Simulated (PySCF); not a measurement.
C6H7ClF2.
SMILES with atom numbers: `[CH3:1]/[CH:2]=[C:3]1/[C@@H:4]([F:5])[CH2:6][C@:7]1([F:8])[Cl:9]`

Cartesian coordinates in Å at the GFN2-xTB level; atoms count from 1:
```xyz
16
C6H7ClF2 angstrom
C      2.268   -0.803   -0.324
C      1.263    0.236   -0.669
C      0.046    0.306   -0.158
C     -1.148    1.205   -0.381
F     -1.522    1.365   -1.691
C     -2.014    0.216    0.420
C     -0.738   -0.546    0.802
F     -0.760   -1.887    0.565
Cl    -0.251   -0.330    2.511
H      1.891   -1.485    0.432
H      3.178   -0.328    0.041
H      2.527   -1.371   -1.216
H      1.560    0.976   -1.402
H     -1.065    2.209    0.045
H     -2.592    0.627    1.241
H     -2.651   -0.383   -0.228
```

Definitions: NICS(0) = −σiso at the ring centroid; NICS(1) = −σiso and NICS(1)zz = −σzz at ±1 Å along the ring normal z. Level: GIAO PBE0/pcSseg-1 (PySCF, non-relativistic, gas phase) on the GFN2-xTB geometry, one conformer.

Ring bond lengths (Å), with Mayer bond orders in brackets: C3–C4 1.512 (1.00), C4–C6 1.539 (1.04), C6–C7 1.534 (1.00), C7–C3 1.504 (0.90).

Task: What do the NICS probes read (ppm)?

Result: 
```
       ring                                            type  NICS(0)  NICS(1), two faces  NICS(1)zz, two faces  rms pucker (Å)  centre to ring atoms, mean (Å)
C3–C4–C6–C7  4-membered carbocycle; formal bonds all single     -1.3         -1.0 / -3.6            3.8 / -1.1            0.06                            1.07
```

Task: What can be read from them?

Result: 
- C3–C4–C6–C7: mean NICS(1)zz 1.3 ppm, near zero. C4, C6, C7 have four or more neighbours, and the NICS criterion for π rings isn't applied. The two faces differ by 4.9 ppm, so no symmetry operation interchanges them.

Task: What is the mean of the two in-plane components of NICS at the second NICS(1) probe listed for ring C3–C4–C6–C7, 1 Å off the ring?

Result: The isotropic value is a third of the trace: (3 × -3.6 − (-1.1))/2 = -4.9 ppm.

Task: Give the inner angles of the rings and the Hirshfeld charges of the ring atoms.

Result: 
- C3–C4–C6–C7: C3 91.1° (-0.045 e), C4 89.1° (+0.060 e), C6 88.9° (-0.092 e), C7 89.6° (+0.127 e); sum 358.8° against 360° for a flat convex ring.

Task: How shielded are the nuclei of the rings and their hydrogens (means over atoms taken as equivalent)?

Result: 
```tsv
atoms	environment	σ isotropic (ppm)	principal values of the symmetric part, first atom (ppm)
C3	fully substituted alkene carbon	37.0	-55.6, 53.8, 113.0
C4	sp3 C–F carbon	102.2	67.4, 83.8, 155.4
C6	four-membered-ring carbon	135.1	118.9, 123.2, 163.2
C7	sp3 C–F carbon	75.2	48.3, 67.3, 110.1
H14	methine hydrogen	26.30	22.4, 27.4, 29.1
H15	methylene hydrogen	28.60	25.1, 28.1, 32.6
H16	methylene hydrogen	28.57	26.1, 27.1, 32.5
```
